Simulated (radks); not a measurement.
Valence configurations of Si+ (all share [Ne]). All-electron calculation, scalar-relativistic Kohn-Sham, LDA (Slater exchange, Perdew-Wang correlation), spin-polarised, spherical densities, finite nucleus; open shells are filled with parallel spins first; Fermi nuclear charge, rms radius 3.1224 fm. Program: a radial shooting solver on a logarithmic mesh with Libxc functionals. Energies are relative to 3s2 3p1; eigenvalues in eV for spin up.

[
 {"valence": "3s2 3p1", "E (eV)": "0.000", "moment (Bohr magnetons)": "1", "e(3p)": "-12.122", "e(3s)": "-19.504"},
 {"valence": "3s1.5 3p1.5", "E (eV)": "2.963", "moment (Bohr magnetons)": "2", "e(3p)": "-12.738", "e(3s)": "-20.225"},
 {"valence": "3s1 3p2", "E (eV)": "5.335", "moment (Bohr magnetons)": "3", "e(3p)": "-13.253", "e(3s)": "-20.829"},
 {"valence": "3s0.5 3p2.5", "E (eV)": "9.133", "moment (Bohr magnetons)": "3", "e(3p)": "-13.538", "e(3s)": "-21.155"},
 {"valence": "3p3", "E (eV)": "12.952", "moment (Bohr magnetons)": "3", "e(3p)": "-13.812", "e(3s)": "-"}
]

NIST lists [Ne] 3s2 3p1 as the ground configuration; this level of theory agrees among the configurations tried. The energies are those of spherical high-spin densities, not of single terms.
